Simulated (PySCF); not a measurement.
**Worked example: refractive index and permittivity of the vapour**

B(F)(NMe2)(SiH3) (C2H9BFNSi), SMILES CN(C)B(F)[SiH3].

Geometry optimised at ωB97X-D3(BJ)/def2-SVP. One conformer was computed; it need not be the lowest.

PBE0/def2-TZVP in PySCF gives a mean static polarisability of 77.0 bohr³ and a dipole moment of 2.69 D. Take an ideal gas at 298.15 K and 1 bar, whether or not the substance is that volatile.

**Question.** Work out n − 1 in the optical limit and the static ε − 1.

**Answer.** 
Polarisability volume α' = 77.0 × 0.148185 = 11.41 Å³. Number density N = p/kT = 2.43e-5 Å⁻³.
Dilute limit of Lorentz–Lorenz: n − 1 = 2π N α' = 0.0017.
Orientation term of Debye: μ²/(3kT) = 8.098 Å³ × μ²(D²) = 58.60 Å³.
ε − 1 = 4π N (α' + μ²/3kT) = 0.021. Orientation of the dipole supplies 84 % of the static response; it can't follow optical fields. Vibrational polarisation and dispersion are left out.
